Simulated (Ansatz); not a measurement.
Input file for Ansatz (a program for electronic structure): R-SVWN5/def2-TZVPP on CHNO (SMILES N=C=O).

Ansatz 0.2 input:
```yaml
crystal:
  periodic: [false, false, false]
  atoms:
    - {symbol: N, position_ang: [-0.65592902, 0.25971893, 0.29530630]}
    - {symbol: C, position_ang: [0.48834408, 0.05404410, -0.03879718]}
    - {symbol: O, position_ang: [1.62372101, -0.02890520, -0.28165887]}
    - {symbol: H, position_ang: [-1.45613606, -0.28485783, 0.02514975]}
basis:
  gaussian:
    orbitals: def2-TZVPP
hamiltonian:
  xc: {name: SVWN5}
scf: {lower_state_search: off}
```

The head of its log:

```
WARN ansatz: RAYON_NUM_THREADS=1 ignored (pool sized by the plan → 1); use --threads N
Functional definition: SVWN5
these checks for a lower state are left out or cut short: stability, starts, cluster_reference, orbital_swaps, neighbouring_geometries, increment
integrals: 0.02 GiB planned
545 factors; their error is unknown
mean field: 0.22 GiB planned
mean field evaluation 1: about -4549.0584 eV, gradient 6.5e1 eV
mean field evaluation 2: about -4533.2464 eV, gradient 1.0e2 eV
```

### Question
What total energy does the run end on?

### Answer
-167.4424 hartree.
